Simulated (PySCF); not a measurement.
**TDDFT excited states: C4H8O3S**

Species: C4H8O3S.
Z-matrix (Å and degrees, PBE0-D3(BJ)/def2-SVP geometry), rows numbered from 1:
```
C 
S   1  1.7867
O   2  1.4600  1  107.48
O   2  1.4604  1  107.66  3  -132.15
C   2  1.7948  1  106.26  3   114.36
C   5  1.5270  2  116.35  1   -46.57
O   6  1.4258  5   91.05  2   104.69
C   7  1.4268  6   91.65  5    11.52
H   1  1.0962  2  110.63  3  -173.58
H   1  1.0985  2  103.57  3    68.28
H   1  1.0960  2  110.20  3   -49.53
H   5  1.0995  2  102.85  1  -178.77
H   6  1.1046  5  113.13  2  -140.16
H   6  1.1027  5  117.21  2   -12.70
H   8  1.1028  5  116.85  2    11.59
H   8  1.1043  5  113.43  2   139.09
```

Method: TDDFT PBE0/def2-SVPD, vertical, gas phase, core orbitals frozen in the response in PySCF 2.14.0, density-fitted response routines.

```tsv
state	E (eV)	ν̃ (cm⁻¹)	f	main configurations (H = HOMO, L = LUMO)
S1	6.99	56380	0.0004	H→L (72%), H→L+2 (18%)
S2	7.33	59120	0.0040	H→L+2 (51%), H→L (23%), H→L+1 (19%)
S3	7.45	60080	0.024	H→L+1 (72%), H→L+2 (23%)
S4	7.72	62290	0.0008	H→L+3 (95%)
S5	7.80	62910	0.025	H-1→L (25%), H→L+4 (24%), H-1→L+2 (24%)
S6	7.93	64000	0.026	H-1→L (68%), H-1→L+2 (10%)
```

The lowest singlet comes at 177 nm (674 kJ/mol) in the vacuum ultraviolet; it is dark (f under 0.0005); its leading configuration is HOMO→LUMO (72%). The largest oscillator strength of a single state is 0.026. Löwdin shares by element: HOMO oxygen 46% or more, carbon 16% or more (atoms not listed hold the other 38%); LUMO carbon 28% or more, sulfur 14% (atoms not listed hold the other 57%). Orbital energies (eV): HOMO-3 -9.36, HOMO-2 -8.88, HOMO-1 -8.74, HOMO -8.02, LUMO 0.21, LUMO+1 0.56, LUMO+2 0.63. Weighted by f, the mean energy of these states is 7.71 eV. The listed states span 0.94 eV, and the widest gap between neighbours is 0.34 eV (S1 to S2). Only the lowest 6 singlets were computed, as vertical energies without vibronic structure.

One conformer stands for the species.
